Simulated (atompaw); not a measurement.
**Reading a pseudo-wave (arsenic)**

Columns: radius, all-electron u(r) and pseudo u(r) of the 4p shell (level -5.84 eV) of arsenic in the configuration [Ar] 3d10 4s1 4p4; PBE, non-relativistic, PAW (atompaw) scheme, atompaw 4.2.0.5.

```
r (bohr)  all-electron  pseudo
   0.069        0.1445  0.0018
   0.138        0.1544  0.0072
   0.208        0.0233  0.0163
   0.277       -0.1253  0.0289
   0.346       -0.2327  0.0450
   0.415       -0.2839  0.0647
   0.485       -0.2845  0.0881
   0.554       -0.2473  0.1146
   0.623       -0.1854  0.1442
   0.692       -0.1090  0.1766
   0.762       -0.0246  0.2122
   0.831        0.0599  0.2495
   0.900        0.1422  0.2885
   0.969        0.2200  0.3286
   1.038        0.2918  0.3693
   1.108        0.3579  0.4103
   1.177        0.4161  0.4499
   1.246        0.4675  0.4879
   1.315        0.5122  0.5236
   1.385        0.5511  0.5568
   1.454        0.5836  0.5861
   1.523        0.6106  0.6115
   1.592        0.6326  0.6329
   1.662        0.6502  0.6502
   1.731        0.6632  0.6632
   1.800        0.6724  0.6724
```

Question: How many radial nodes do the two functions have?

Answer: The all-electron 4p function has n − l − 1 = 2; the pseudo-wave has 0, since the states of the same l below it are removed with the core.

Question: Is the pseudo-wave norm-conserving?

Answer: No, it belongs to a PAW set: the norm inside the radius is not constrained, and the difference is carried by the augmentation charge.
